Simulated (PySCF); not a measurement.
Species: 3-chloro-1,1,1,2,2-pentafluoropropane, C₃H₂ClF₅.
Numbering: `[F:1][C:2]([F:3])([F:4])[C:5]([F:6])([F:7])[CH2:8][Cl:9]` (hydrogens: H10, H11 on C8)

Method used: PySCF, PBE0-D3(BJ)/def2-SVP geometry optimisation, gas phase.

Question: List the bond lengths, angles and torsions at this level.

Answer: 
```json
{"bond": "F1–C2", "length (Å)": "1.332", "order": "single"}
{"bond": "C2–F3, C2–F4", "length (Å)": "1.323", "order": "single"}
{"bond": "C2–C5", "length (Å)": "1.544", "order": "single"}
{"bond": "C5–F6", "length (Å)": "1.341", "order": "single"}
{"bond": "C5–F7", "length (Å)": "1.350", "order": "single"}
{"bond": "C5–C8", "length (Å)": "1.516", "order": "single"}
{"bond": "C8–Cl9", "length (Å)": "1.766", "order": "single"}
{"bond": "C8–H10, C8–H11", "length (Å)": "1.098", "order": "single"}
```

Bonds in one row agree within 0.01 Å and their mean is given. Orders are formal, as drawn. A selection of angles:
```json
{"angle": "F1–C2–F3", "degrees": "108.8"}
{"angle": "F1–C2–C5", "degrees": "109.5"}
{"angle": "F3–C2–C5", "degrees": "111.3"}
{"angle": "C2–C5–F6", "degrees": "107.7"}
{"angle": "C2–C5–C8", "degrees": "116.1"}
{"angle": "F6–C5–F7", "degrees": "108.3"}
{"angle": "F6–C5–C8", "degrees": "111.2"}
{"angle": "F7–C5–C8", "degrees": "106.6"}
{"angle": "C5–C8–Cl9", "degrees": "113.6"}
```

Dihedral angles: F1–C2–C5–F6 -173° (antiperiplanar); C2–C5–C8–Cl9 -65° (synclinal). The mirror-image conformer, all signs reversed, is as good.

The 2 C–C bonds span 1.516 Å (C5–C8, drawn single) to 1.544 Å (C2–C5, drawn single), a spread of 0.028 Å. Of the pairs four or more bonds apart, F1···H11 is among the closest relative to their van der Waals radii: 2.55 Å, 96 % of the sum of Bondi's values. The 5 C–F bonds span 1.322 Å (C2–F3, drawn single) to 1.350 Å (C5–F7, drawn single), a spread of 0.028 Å.

Point group: C1 (no symmetry element, even within 0.4 Å). No frequency check. One conformer, not necessarily the lowest.
